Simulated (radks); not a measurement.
Exchange energies: the exact (Fock) value of the Kohn-Sham orbitals and density-functional approximations, as 100 (|E| - |E exact|)/|E exact|, negative where the magnitude is too small. Species: Al3+ [Ne]; Pd [Kr] 4d10; Xe [Xe]; Zn+ [Ar] 3d10 4s1; Zn+ [Ar] 3d10 4s1. Method: non-relativistic Kohn-Sham, r2SCAN, spin-polarised, spherical densities, point nucleus; meta-GGA in the generalised Kohn-Sham scheme; computed with a radial shooting solver on a logarithmic mesh with Libxc functionals. Every spin shell is full or empty, so the densities are truly spherical. Functionals are evaluated on that one density, not self-consistently.

functional           Al3+        Pd        Xe       Zn+       Zn+
exact (hartree)  -17.4302  -139.033  -179.064  -69.3789  -69.3789
LDA                 -8.65     -4.98     -4.74     -5.71     -5.71
PW91                -0.27     +0.04     -0.04     +0.31     +0.31
PW86                +0.46     -0.10     -0.25     +0.45     +0.45
OPTX                -0.02     +1.19     +1.27     +0.99     +0.99
WC                  -1.82     -0.85     -0.86     -0.77     -0.77
AM05                -7.41     -4.62     -4.44     -5.17     -5.17
SOGGA               -3.85     -2.30     -2.25     -2.43     -2.43
EV93                +1.54     -0.19     -0.39     +0.50     +0.50
APBE                +0.51     +0.38     +0.26     +0.77     +0.77
TPSS                +0.26     -0.20     -0.34     +0.27     +0.27
r2SCAN              +0.12     -0.05     -0.13     +0.20     +0.20
MS2                 +0.17     -0.52     -0.63     -0.11     -0.11
MVS                 -0.11     +0.11     +0.06     +0.21     +0.21
